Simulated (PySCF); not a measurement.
Geometries of 2 isomers of C2H5ClGe, from PBE0-D3(BJ)/def2-SVP geometry optimisation, gas phase in PySCF 2.14.0. One conformer each, no zero-point energy, no frequencies.

Question: Which is lower in electronic energy at this level?
A.
```xyz
9
angstrom
C     -1.180    1.248    0.297
C     -0.108    0.928   -0.432
Ge     1.674    1.461    0.076
Cl     2.394    2.891   -1.388
H     -2.192    0.949    0.003
H     -1.099    1.830    1.222
H     -0.235    0.354   -1.358
H      2.676    0.296    0.057
H      1.641    2.176    1.436
```
B.
```xyz
9
angstrom
Cl     2.516   -0.395   -0.057
C      0.812   -0.123   -0.155
C     -0.104   -0.972    0.311
Ge    -2.002   -0.606    0.169
H      0.570    0.827   -0.642
H      0.234   -1.901    0.784
H     -2.695   -1.707   -0.655
H     -2.183    0.755   -0.525
H     -2.640   -0.567    1.570
```

Answer: A. That is `C=[CH][GeH2][Cl]`, 29.4 kcal/mol below the other.

```json
{"SMILES": "C=[CH][GeH2][Cl]", "atoms numbered as above": "[CH2:1]=[CH:2][GeH2:3][Cl:4]", "E (Eh)": "-2615.46516", "relative (kcal/mol)": "0.0", "relative (kJ/mol)": "0.0", "dipole (D)": "2.44"}
{"SMILES": "Cl/C=[CH]/[GeH3]", "atoms numbered as above": "[Cl:1]/[CH:2]=[CH:3]/[GeH3:4]", "E (Eh)": "-2615.41839", "relative (kcal/mol)": "29.4", "relative (kJ/mol)": "122.8", "dipole (D)": "0.93"}
```
